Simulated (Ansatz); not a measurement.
C₃H₅ClSi, SMILES C=C=C[SiH2]Cl.

Geometry: PBE0-D3(BJ)/def2-SVP. The structure was generated by enumeration, and PubChem lists no compound with its InChIKey, so it may never have been made. Other conformers were not sampled.

Two levels are set side by side: PBE/def2-SVPD (Ansatz, a program for electronic structure) and PBE0/def2-SVPD (Ansatz). Energy differences of separate SCF runs at the same geometry; the states with an electron removed or added have multiplicity 2 and 2. Differences are taken from unrounded values.

| quantity | PBE0 | PBE | PBE minus PBE0 |
|---|---|---|---|
| vertical ionisation energy (eV) | 9.76 | 9.47 | -0.29 |
| vertical singlet–triplet gap (eV) | 4.45 | 4.52 | 0.08 |
